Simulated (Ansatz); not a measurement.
Gas-phase electronic energies from Ansatz, PBE0-D4/def2-TZVP geometries. CCSD(T)/CBS is the MP2 limit (def2-TZVPP, def2-QZVPP) plus CCSD(T) − MP2 in def2-TZVPP, frozen cores. This one scheme is used for every species. Functionals use def2-TZVPP. B3LYP here is the variant with VWN-RPA as its local correlation; programs differ in this. Each species was taken in one conformer, which may not be the lowest.

`N[SiH](O)S` + CH₃NH₂ → `CN[SiH](N)S` + H₂O  (ligand exchange at the Si–O bond)

`N[SiH](O)S`:

Cartesian coordinates in Å:
```
N 0.199 0.605 1.285
Si -0.251 -0.237 -0.116
O 0.371 -1.758 -0.163
S 0.538 0.742 -1.845
H -0.291 0.458 2.152
H 1.153 0.892 1.432
H -1.734 -0.277 -0.139
H 0.201 -2.284 -0.946
H -0.186 1.859 -1.659
```

CH₃NH₂:

```xyz
7

C    -0.387   -0.381    0.166
N     0.375    0.810   -0.169
H     0.124   -1.336   -0.026
H    -1.321   -0.385   -0.400
H    -0.656   -0.354    1.224
H     0.625    0.810   -1.149
H     1.241    0.837    0.353
```

`CN[SiH](N)S`:

Cartesian coordinates in Å:
```
C 1.751 0.314 0.942
N 0.330 0.048 0.899
Si -0.594 0.031 -0.534
N -2.223 0.139 -0.046
S -0.598 -1.730 -1.775
H 2.366 -0.589 0.843
H 2.020 0.986 0.124
H 2.029 0.814 1.875
H 0.007 -0.540 1.653
H 0.006 1.104 -1.375
H -2.967 -0.112 -0.675
H -2.510 0.815 0.642
H 0.383 -1.279 -2.572
```

H₂O:

Z-matrix (Å, degrees):
```
O
H 1 0.960
H 1 0.960 2 105.1
```

CCSD(T)/CBS gives +35.2 kJ/mol.

Question: Another level gave +39.4 kJ/mol. Which?
A. MP2/def2-TZVPP
B. HF/def2-TZVPP
C. ωB97M-V/def2-TZVPP
D. B3LYP/def2-TZVPP

Answer: C. ωB97M-V 39.4, MP2/def2-TZVPP 35.4, B3LYP 46.5, HF/def2-TZVPP 53.1 kJ/mol.

Largest T1 diagnostic among the species: 0.011.

In def2-TZVPP, CCSD(T) changes the Hartree–Fock value by −15.5 kJ/mol (the triples alone add −2.1 kJ/mol) and MP2 by −17.7 kJ/mol. The D4 term adds −8.2 kJ/mol with B3LYP and −4.9 kJ/mol with PBE0; it sums over pairs of atoms, weighted by their polarisabilities, and B3LYP, whose exchange is more repulsive, gets the larger term.
